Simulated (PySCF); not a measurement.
Mayer bond orders and bond lengths

Species: C4H7N3Si.
SMILES with atom numbers: `[CH3:1][c:2]1[n:3][n:4][n:5][cH:6][c:7]1[SiH3:8]` (hydrogens: H9, H10, H11 on C1; H12 on C6; H13, H14, H15 on Si8)

Structure used (GFN2-xTB), in Å, numbered top down from 1:
```xyz
15
C4H7N3Si angstrom
C     -0.5503   -1.8624    0.1537
C      0.5047   -0.8196    0.0289
N      1.7637   -1.2486   -0.0055
N      2.7477   -0.4228   -0.1127
N      2.5684    0.8510   -0.1906
C      1.3398    1.3491   -0.1607
C      0.2072    0.5491   -0.0495
Si    -1.5418    1.2593   -0.0096
H     -1.2226   -1.8157   -0.7013
H     -0.0889   -2.8449    0.2004
H     -1.1387   -1.6921    1.0537
H      1.2720    2.4268   -0.2298
H     -1.4240    2.7115   -0.1128
H     -2.2818    0.7027   -1.1424
H     -2.1597    0.8644    1.2563
```

Bond orders from the PBE0/pcSseg-1 density (PySCF). Isolated species at its GFN2-xTB geometry, gas phase.

**Question.** How far do the computed orders between heavy atoms stray from the drawn ones?

**Answer.** The largest departure is 0.234, at C7–C2 (drawn aromatic, 1.266), counting aromatic bonds as 1.5. Drawn single, order below 0.88: C7–Si8 (0.844). The bonds drawn aromatic range from 1.27 to 1.43.

**Question.** Give the Mayer order of every bond between heavy atoms, beside its length.

**Answer.** 
```
  bond  drawn as  length (Å)  Mayer order
 C1–C2    single       1.489        1.082
 C2–N3  aromatic       1.330        1.426
 N3–N4  aromatic       1.289        1.368
 N4–N5  aromatic       1.289        1.371
 N5–C6  aromatic       1.326        1.423
 C6–C7  aromatic       1.391        1.404
C7–Si8    single       1.888        0.844
 C7–C2  aromatic       1.403        1.266
```

By pair of heavy elements: C–C: lowest C1–C2 (1.082, 1.489 Å), highest C6–C7 (1.404, 1.391 Å). C–N: all 2 within 0.02 of one another (1.423 to 1.426). N–N: all 2 within 0.02 of one another (1.368 to 1.371).

**Question.** And the bonds to hydrogen?

**Answer.** C–H: 0.94 to 0.98 (4 bonds); H–Si: 0.94 to 0.95 (3 bonds).

**Question.** Sum the orders of all bonds at each heavy atom with more than one neighbour and set the sums beside the valence in the SMILES.

**Answer.** C1 3.905 (drawn 4), C2 3.774 (drawn 4), N3 2.794 (drawn 3), N4 2.739 (drawn 3), N5 2.794 (drawn 3), C6 3.808 (drawn 4), C7 3.514 (drawn 4), Si8 3.678 (drawn 4). Orders between atoms that aren't bonded are not in these sums.

For a closed shell the Mayer order of atoms A and B is Σ (PS)μν (PS)νμ over the basis functions μ on A and ν on B, with P the density and S the overlap matrix.

The run behind these numbers computed NMR shieldings as well. Hardware: one thread of an Arm Neoverse V1, no GPU (shared host). Cost: 24 s wall, 0.81 GiB resident at most.
